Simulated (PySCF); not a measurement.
Computed structure and properties of La(OH)3

System: La(OH)3 (singlet); start: template (C3v). Method: PySCF 2.14.0, RKS PBE0, La lcecp-1-SVP with ECP46, O def2-SVP, H def2-SVP; non-relativistic Hamiltonian with scalar-relativistic core potentials where named; density fitting; no spin-orbit coupling.

Input of the relaxation:

```python
mol = gto.M(atom='''
La     0.00000    -0.00000    -0.00557
O      2.25281    -0.00001    -0.00557
H      3.15280    -0.00001     0.34443
O     -1.12640     1.95100    -0.00557
H     -1.57639     2.73041     0.34443
O     -1.12641    -1.95099    -0.00557
H     -1.57641    -2.73040     0.34443''',
    basis={'La': 'lcecp-1-SVP', 'O': 'def2-SVP', 'H': 'def2-SVP'},
    ecp={'La': 'lcecp-1-SVP'},
    charge=0, spin=0)
mf = dft.RKS(mol, xc='PBE0')
mf.grids.atom_grid = (50, 194)  # f atoms: unpruned, at least (60, 302)
mf = mf.density_fit()  # fitting sets: La AutoAux, O def2-universal-JKFIT, H def2-universal-JKFIT
mf.conv_tol = 1e-08; mf.max_cycle = 55
mf.kernel(dm0)  # dm0: converged density of the start geometry
# quasi-Newton relaxation in Cartesian coordinates to a largest gradient under 0.00045 Eh/bohr, steps kept in the point group
```

Run from Python with OMP_NUM_THREADS=2; the lines above give its settings. Where DIIS fails, smearing, a level shift and second-order steps follow.
It took 38 s on 2 threads of Intel(R) Xeon(R) Platinum 8259CL CPU @ 2.50GHz (Skylake/Cascade Lake), on a shared host, from the converged density of the start.

Course of the relaxation:

| step | energy above end (eV) | largest force component within the symmetry (eV/Å) |
| --- | --- | --- |
| 0 | 0.3047 | 0.991 |
| 1 | 0.1299 | 0.649 |
| 2 | 0.0518 | 0.444 |
| 3 | 0.0093 | 0.417 |
| 4 | 0.0018 | 0.082 |
| 5 | 0.0003 | 0.056 |
| 6 | 0.0001 | 0.008 |
| 7 | 0.0000 | 0.010 |

Relaxed geometry (C3v):

```xyz
7

La    0.0000    0.0000   -0.3761
O     2.1190    0.0000    0.0672
H     3.0188    0.0000    0.3951
O    -1.0595    1.8351    0.0672
H    -1.5094    2.6144    0.3951
O    -1.0595   -1.8351    0.0672
H    -1.5094   -2.6144    0.3951
```

```
    contact      Å
La1–O2 (OH)  2.165
La1–O4 (OH)  2.165
La1–O6 (OH)  2.165
```

On the finer grid (75, 302):

```yaml
HOMO: -7.42 eV
LUMO: -1.22 eV
Dipole_about_the_centre_of_mass: 1.61 D
Set_of_Mulliken_populations_of_La1_outside_the_core_potential: s 2.09, p 6.25, d 1.37, f 0.11
D3_BJ_dispersion_energy_not_in_the_energies: -0.087 eV
```

```tsv
atom	Mulliken (e)	Löwdin (e)	spin (e)
La1	1.18	0.88	0.00
O2	-0.57	-0.37	0.00
H3	0.18	0.07	0.00
O4	-0.57	-0.37	0.00
H5	0.18	0.07	0.00
O6	-0.57	-0.37	0.00
H7	0.18	0.07	0.00
```

The large-core potential holds the 4f shell empty.

On the grid (50, 194), as all that follows. Harmonic modes: a minimum within the noise of the softest modes; lowest 49 cm⁻¹ (negative: unstable), highest 3990 cm⁻¹, zero-point energy 1.010 eV.

Taking off one OH (charge -1, singlet; the rest: singlet) in vacuum, both parts rigid, costs 10.57 eV; the small basis without counterpoise inflates it. Most of it is the attraction of opposite charges; other ways to part are cheaper, and one spin state was tried for the rest.

Rigid scan of OH along the line from its metal:

distance to O2 (Å), energy (eV) and a bar:
```
     1.86      1.219 ########
     1.96      0.468 ###
     2.06      0.101 #
     2.16      0.000 
     2.26      0.080 #
     2.36      0.278 ##
     2.56      0.869 ######
     2.86      1.901 #############
     3.26      3.158 ######################
     3.76      4.339 ##############################
```

One start shape was tried, so this needn't be the lowest isomer.
